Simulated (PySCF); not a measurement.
**Levels of Co⁸⁺ from EOM-EA-GCCSD**

Reference: closed-shell Co⁹⁺, [Ar]; one electron is added. Calculated with PySCF 2.14, two-component X2C-1e with screened spin-orbit coupling, an uncontracted even-tempered set (20 s from 0.16 bohr⁻², ratio 2.6; 14 p from 0.2 bohr⁻², ratio 2.6; 6 d from 0.21 bohr⁻², ratio 2.8; 3 f from 7.4 bohr⁻², ratio 2.8); frozen [Ne]; the 60 highest virtual spinors dropped; of the others 50 kept and the rest restored at second order. No Breit or QED terms. Binding energies in eV.

```json
{"level": "3d3/2", "Koopmans": "183.54"}
{"level": "3d5/2", "Koopmans": "183.25"}
{"level": "4s1/2", "Koopmans": "118.37"}
{"level": "4p1/2", "Koopmans": "105.91"}
```

**Question.** How does correlation move these levels?

**Answer.** 3d3/2: second order 185.04, EOM-CCSD 184.86; 3d5/2: second order 184.74, EOM-CCSD 184.55; 4s1/2: second order 119.62, EOM-CCSD 119.57; 4p1/2: second order 107.22, EOM-CCSD 107.22.

For comparison, the ionisation energy of Co⁸⁺ is 186.14 ± 0.25 eV (measured; NIST Atomic Spectra Database, ionization energies).

Only part of the computed levels is shown.
